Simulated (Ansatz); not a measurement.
Calculated with Ansatz (gas phase, PBE0-D4/def2-TZVP geometries, no zero-point term in ΔE). CCSD(T)/CBS is the MP2 limit (def2-TZVPP, def2-QZVPP) plus CCSD(T) − MP2 in def2-TZVPP, frozen cores. This one scheme is used for every species. DFT in def2-TZVPP. Each species was taken in one conformer, which may not be the lowest.

Consider the formal exchange of groups at a B–Cl bond: `CB([SiH3])BCl` + CH₄ → `CBB(C)[SiH3]` + HCl.

```tsv
level	ΔE (kJ/mol)
PBE0	93.4
MP2/def2-TZVPP	100.5
CCSD(T)/def2-TZVPP	96.3
MP2/def2-QZVPP	99.9
```

(1) What does CCSD(T)/CBS give? (Estimate.)

Largest T1 diagnostic among the species: 0.013.

## Answers

(1) The calculation gave: +95.8 kJ/mol. The listed levels differ from it by -2.4, 4.7, 0.5, 4.1 kJ/mol.
